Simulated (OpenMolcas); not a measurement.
Cr²⁺: effect of the level shift or regulariser

| Property | Result |
| --- | --- |
| Program | OpenMolcas 26.06 |
| Basis | ANO-R3 [7s5p5d3f1g] |
| Scalar Hamiltonian | X2C, finite nucleus |
| Active space | 4 electrons in 5 orbitals (3d) |
| State averaging | 2S+1 = 5 even, 5 roots; 2S+1 = 3 even, 45 roots; 2S+1 = 1 even, 50 roots |
| Spin-orbit coupling | RASSI with atomic mean-field integrals over the reference wave functions, term energies averaged over their components |

Methods on the same reference wave functions:
A. CASSCF
B. MS-CASPT2, IPEA 0.25 Eh, imaginary shift 0.1 Eh (closed shells correlated: 3s 3p)
C. MS-CASPT2, IPEA 0.25 Eh, sigma2 regulariser 0.3 Eh (closed shells correlated: 3s 3p)

Energies in cm⁻¹ above 3d⁴ ⁵D₀, the measured ground level; measured values from Sugar and Corliss, J. Phys. Chem. Ref. Data 6, 317 (1977).

```tsv
Level	A	B	C	Measured
3d⁴ ⁵D₀	0.0	0.0	0.0	0.0
3d⁴ ⁵D₁	64.9	66.1	66.1	62.2
3d⁴ ⁵D₂	193	196	196	183
3d⁴ ⁵D₃	380	383	383	357
3d⁴ ⁵D₄	622	624	624	576
3d⁴ ³H₄	20008	17330	17330	17274
3d⁴ ³H₅	20141	17470	17470	17397
3d⁴ ³H₆	20293	17620	17620	17531
3d⁴ ³P₀(1)	21689	16440	16450	16771
3d⁴ ³P₁(1)	22072	16830	16840	17169
3d⁴ ³P₂(1)	22779	17540	17550	17851
3d⁴ ³F₂(1)	22988	18420	18430	18452
3d⁴ ³F₃(1)	23041	18490	18490	18511
3d⁴ ³F₄(1)	23120	18570	18580	18583
3d⁴ ³G₃	25220	20910	20910	20704
3d⁴ ³G₄	25383	21070	21070	20853
3d⁴ ³G₅	25532	21230	21230	20996
3d⁴ ¹I₆	30012	26220	26230	26015
3d⁴ ¹G₄(1)	31599	25580	25580	25139
3d⁴ ³D₃	32589	26050	26060	25726
3d⁴ ³D₂	32644	26110	26110	25781
3d⁴ ³D₁	32700	26160	26170	25848
3d⁴ ¹S₀(1)	36687	27590	27590	27372
3d⁴ ¹D₂(1)	39293	32660	32680	32152
```

Deviations, from unrounded energies. A percentage is the sum of absolute deviations over the sum of measured energies, with the sign that they share, or ± where signs differ.

| Against measurement | Levels | A | B | C |
| --- | --- | --- | --- | --- |
| mean absolute deviation (cm-1) | 23 | 4200 | 190 | 190 |
| fine structure of the ground term (%) | 4 | +6.9 | +7.8 | +7.7 |
| other terms of the ground configuration (%) | 19 | +23.8 | ±1.0 | ±1.0 |

B, C lie about equally close to measurement and A furthest from it. The largest miss of B in the table is 3d⁴ ¹D₂(1), by +500 cm-1. The ranking rests on the paired levels alone, and a cruder setting can come out closer through cancelling errors.

Between B and C the level of the table that moves most is 3d⁴ ¹D₂(1), by 24 cm-1 (lowest in B, highest in C). Moves below CASPT2's spread within the term are not significant.

The two smallest mean deviations differ by little beside CASPT2's spread within terms, so their order carries little weight.

From A to B the spin-free energies of the other terms of 3d⁴ shown, above ⁵D, scale by factors of 0.75 to 0.87, as is usual when dynamic correlation screens the repulsion within a d or f shell.

The lowest spin-free term lies below A's lowest term by 0.407 hartree in B, 0.407 hartree in C.

Term energies are means over components that CASPT2 splits; among the terms shown or strongly mixed into the levels shown the widest spread is 1300 cm-1 (3d⁴ ¹I, C). Without dynamic correlation excited terms often stand tens of per cent too high (terms of higher spin than the ground term too low), and those without a measured partner can miss by more than the paired ones (holds for A). The CASPT2 spread within a term exceeds the gap to the next term for 3d⁴ ³D and 3d⁴ ¹I, so the order of their levels is uncertain (holds for B; C). Measured partners are found by configuration, term and J. A level has none where our copy of the source lacks it or the pairing is in doubt (some pairs that miss far off the trend of their configuration count as doubtful), and it then counts in no deviation. Only configurations of the active space appear. The table leaves out levels that lie high or whose names do not pair safely across all columns.

A number in round brackets counts repeated terms of one configuration in the order of the reference energies.
